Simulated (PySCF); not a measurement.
**AgH: mean field, correlation and small terms against distance**

State: ¹Σ⁺, singlet, closed shell. RHF-based CCSD(T) in PySCF 2.14 with Ag cc-pVTZ-PP with ECP28, H cc-pVTZ and Ag cc-pVQZ-PP with ECP28, H cc-pVQZ (frozen core orbitals: 4; scalar-relativistic core potentials). Correlation energies are extrapolated as n⁻³ (n = 3, 4), Hartree–Fock as (n+1)·exp(−9√n). CV is the change on freezing 0 orbitals instead, in Ag cc-pwCVTZ-PP with ECP28, H cc-pVTZ. All energies in eV from Ag (4d10 5s1) + H.

```csv
R (Å),HF/CBS,CCSD corr.,(T),CV,total
1.4332,-0.753,-1.253,-0.0981,-0.0741,-2.179
1.4983,-0.983,-1.190,-0.0908,-0.0661,-2.330
1.5635,-1.128,-1.132,-0.0838,-0.0577,-2.401
1.6286,-1.205,-1.079,-0.0776,-0.0494,-2.412
1.6938,-1.231,-1.033,-0.0721,-0.0413,-2.377
1.7752,-1.206,-0.984,-0.0666,-0.0319,-2.288
1.8566,-1.135,-0.943,-0.0628,-0.0234,-2.164
```

A fit to the total gives Re = 1.6091 Å, De = 2.414 eV, ωe = 1771.1 cm⁻¹, Be = 6.521 cm⁻¹ (masses 106.9051 and 1.0078 u).

**Question.** At R = 1.6286 Å the CCSD correlation energy is -0.406837 hartree in the smaller basis and -0.443938 in the larger. Extrapolate it.

**Answer.** (4³·E4 − 3³·E3)/(4³ − 3³) = -0.47101 hartree; the larger basis holds 94.3 % of it.

The T1 diagnostic is 0.029, large enough to doubt a single reference. The open-shell atoms are computed with UHF. Spin–orbit coupling, excitations beyond (T) and corrections to the Born–Oppenheimer picture are left out.
